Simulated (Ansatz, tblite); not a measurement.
PtnHm: E(high spin) − E(low spin) (eV) at several levels, gas phase, relaxed structures; Ansatz, xTB through tblite. Each state is relaxed at the level in the geometry column; the other columns are single points. Clusters are the lowest isomers that short searches found in that spin, judged at the geometry's level. Core potentials for Pt in the def2 sets, no spin–orbit coupling. xTB has no spin-polarisation term. Singlets are spin-restricted. The structures are stationary points that may keep the symmetry of their start. Correlated methods freeze inner cores and use unrestricted references for open shells.

```tsv
species	state	geometry	GFN1-xTB	GFN2-xTB	PBE-D4/def2-TZVP	PBE0-D4/def2-TZVP
Pt2H2	quintet − singlet	PBE0-D4/def2-TZVP	3.33	3.49	2.57	2.62
Pt2H4	quintet − singlet	B3LYP-D4/def2-TZVP	1.91	1.91	3.37	3.47
Pt3H4	quintet − singlet	PBE0-D4/def2-TZVP	2.04	1.42	1.39	1.45
```

**Question.** Estimate the column for RPA@PBE/def2-TZVP.

**Answer.** Pt2H2 2.28; Pt2H4 3.22; Pt3H4 1.56.

Over the 3 species that have every level, the mean is 2.43 at GFN1-xTB, 2.27 at GFN2-xTB, 2.44 at PBE-D4/def2-TZVP, 2.51 at PBE0-D4/def2-TZVP, 2.35 at RPA@PBE/def2-TZVP.
